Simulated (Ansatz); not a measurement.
Calculated with Ansatz (gas phase, PBE0-D4/def2-TZVP geometries, no zero-point term in ΔE). CBS: MP2 limit from def2 TZ/QZ plus the TZ coupled-cluster correction, frozen cores. For Br, Ga, Mg outer-core shells are correlated without core-valence functions, which leaves a few kJ/mol of doubt a bond. Scalar relativity is left out up to krypton.

`[CH3][Mg][Br]` + `[F][Ga]([F])[Cl]` → `[CH3][Mg][F]` + `[F][Ga]([Cl])[Br]`  (redistribution)

| species | HF/CBS(def2) energy (Eh) |
| --- | --- |
| `[CH3][Mg][Br]` | -2811.80096 |
| `[F][Ga]([F])[Cl]` | -2581.94983 |
| `[CH3][Mg][F]` | -338.79707 |
| `[F][Ga]([Cl])[Br]` | -5054.95340 |

(1) Work out ΔE.

Largest T1 diagnostic among the species: 0.014.

## Answers

(1) ΔE = (-338.79707) + (-5054.95340) − (-2811.80096) − (-2581.94983) = 0.00032 Eh = +0.8 kJ/mol. CCSD(T)/CBS gives -20.1 kJ/mol.

The D4 term adds −4.2 kJ/mol with B3LYP and −2.1 kJ/mol with PBE0; it sums over pairs of atoms, weighted by their polarisabilities, and B3LYP, whose exchange is more repulsive, gets the larger term. At CCSD(T), def2-SVP lies +6.1 kJ/mol from the extrapolated value and def2-TZVPP +6.2 kJ/mol.

B3LYP here is the variant with VWN-RPA as its local correlation; programs differ in this.
